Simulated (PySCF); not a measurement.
## Polarisability and C₆ of Pt (platinum, neutral)

[Xe] 4f14 5d9 6s1, high-spin 3D determinant. Computed with PySCF 2.14 in aug-cc-pwCVTZ-PP with ECP60MDF, with scalar relativity through the core potential. Coupled (time-dependent) response in atomic units; α is the mean over directions.

```csv
method,mean α (bohr³),"α xx, yy, zz",C₆ (like pair),S(−4)
UHF,53.49,"53.47, 53.47, 53.53",493.3,1863
PBE,38.79,"38.62, 38.62, 39.13",372.0,642.5
```

S(−4) is the Cauchy moment in α(ω) = α(0) + S(−4) ω² + …

Reference α: 48 ± 4 bohr³ (recommended; Schwerdtfeger and Nagle, table of static dipole polarizabilities (2023 update)). Published C₆: 470.0 (Gould and Bucko (2016)).

Spin-orbit coupling is absent.

Hartree-Fock lies above the reference because it lacks correlation, which contracts the outer shell.

α(iu) at PBE:

```json
{"u (hartree)": "0", "α(iu) (bohr³)": "38.79"}
{"u (hartree)": "0.0500", "α(iu) (bohr³)": "37.27"}
{"u (hartree)": "0.100", "α(iu) (bohr³)": "33.59"}
{"u (hartree)": "0.200", "α(iu) (bohr³)": "25.34"}
{"u (hartree)": "0.300", "α(iu) (bohr³)": "19.38"}
{"u (hartree)": "0.500", "α(iu) (bohr³)": "12.80"}
{"u (hartree)": "0.750", "α(iu) (bohr³)": "8.717"}
{"u (hartree)": "1.00", "α(iu) (bohr³)": "6.407"}
{"u (hartree)": "1.50", "α(iu) (bohr³)": "3.935"}
{"u (hartree)": "2.00", "α(iu) (bohr³)": "2.678"}
{"u (hartree)": "3.00", "α(iu) (bohr³)": "1.470"}
{"u (hartree)": "5.00", "α(iu) (bohr³)": "0.6305"}
```

The components differ because the open shell of this determinant is not spherical; for a pure term their mean is the scalar polarisability.

Energies and moments cover only the electrons outside the core potential. Spin-orbit coupling, absent here, splits the open shell strongly.
